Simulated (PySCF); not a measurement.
C7H9N2 (doublet state).
Numbering: `[CH3:1][NH:2][c:3]1[cH:4][cH:5][c:6]([NH:7])[cH:8][cH:9]1` (hydrogens: H10, H11, H12 on C1; H13 on N2; H14 on C4; H15 on C5; H16 on N7; H17 on C8; H18 on C9)

Cartesian coordinates in Å at the GFN2-xTB level; atoms count from 1:
```
atom  x, y, z in Å
C1    -2.9199   -0.0261   -0.4081
N2    -1.7448   -0.8470   -0.2960
C3    -0.4686   -0.3711   -0.2870
C4    -0.1771    1.0065   -0.2431
C5     1.1125    1.4469   -0.2051
C6     2.2213    0.5419   -0.2061
N7     3.4254    1.0396   -0.1633
C8     1.8973   -0.8561   -0.2545
C9     0.6050   -1.2855   -0.2927
H10   -2.9461    0.5216   -1.3569
H11   -2.9568    0.6969    0.4096
H12   -3.8024   -0.6585   -0.3460
H13   -1.8541   -1.8354   -0.4553
H14   -0.9853    1.7213   -0.2438
H15    1.3406    2.5002   -0.1738
H16    4.1524    0.3259   -0.1657
H17    2.7100   -1.5704   -0.2598
H18    0.3817   -2.3445   -0.3287
```

The hyperfine couplings belong to this conformer and change with its torsions.

Level of theory: UKS B3LYP, pcH-1 on C H N, non-relativistic, mean-field spin-orbit, GIAO (PySCF). The structure is a single GFN2-xTB conformer in the gas phase; no vibrational or solvent corrections. A GFN2-xTB geometry isn't a minimum of the functional, and hyperfine couplings can be far from their values at a DFT geometry. Stability of the SCF solution: not tested. ⟨S²⟩ is 0.777 where a pure state has 0.75.

Principal values of hyperfine tensors in MHz (contact and dipolar terms together), for some of the nuclei:

```
atom  isotope      A1      A2      A3
  C6      13C  -50.85  -29.53  -23.52
 H16       1H  -60.69  -38.90   -0.07
  C5      13C    0.84    1.25   59.02
 H10       1H   18.25   18.60   22.18
  C4      13C  -31.61  -14.11  -12.50
  C3      13C   -2.85   -1.40   58.36
  N7      14N   -6.28   -5.70   65.39
  C9      13C  -26.76  -13.17  -11.75
```

(1) Give the isotropic coupling of each nucleus in MHz and in mT (g = 2.0034), and the anisotropic part.

(2) What spin density at the nucleus of H10 lies behind its contact coupling (g_N = 5.58569)?

(3) C8 (13C, g_N = 1.40482) isn't in the table. Its spin density at the nucleus is 0.01659 bohr⁻³. What is its contact coupling?

(4) Name the largest traceless tensor T of the table and describe it.

(5) In a single crystal, with the field along each principal axis of the tensor of C5 in turn, what first-order splitting does this nucleus give (isotropic g, quadrupole terms neglected)?

Results:

(1) a_iso is a third of the trace, T = A − a_iso, and a(mT) = a(MHz)/(g × 13.996).

| atom | a_iso (MHz) | a_iso (mT) | T1 | T2 | T3 |
| --- | --- | --- | --- | --- | --- |
| C6 | -34.63 | -1.235 | -16.22 | 5.11 | 11.11 |
| H16 | -33.22 | -1.185 | -27.47 | -5.68 | 33.15 |
| C5 | 20.37 | 0.726 | -19.53 | -19.12 | 38.65 |
| H10 | 19.68 | 0.702 | -1.43 | -1.07 | 2.50 |
| C4 | -19.41 | -0.692 | -12.20 | 5.29 | 6.91 |
| C3 | 18.04 | 0.643 | -20.89 | -19.43 | 40.32 |
| N7 | 17.80 | 0.635 | -24.09 | -23.50 | 47.59 |
| C9 | -17.22 | -0.614 | -9.53 | 4.06 | 5.48 |

(2) a_FC = 800.24 MHz bohr³ × g_N × ρ(0)/(2S). With a_FC = 19.68 MHz and 2S = 1, ρ(0) = 0.004402 bohr⁻³. In magnitude that is 1.4 % of the 1/π = 0.318 of a free hydrogen atom.

(3) By the same relation, a_FC = 18.65 MHz. Its full tensor has the principal values 1.39, 1.90, 52.68 MHz.

(4) N7: -24.1, -23.5, 47.6 MHz, axial, in the ratio −1:−1:+2, the form that spin in one p orbital centred on that nucleus gives.

(5) 2 lines (I = 1/2), spaced by |A_i|/(g × 13.996): 0.03, 0.04, 2.10 mT along the axes of A1, A2 and A3.
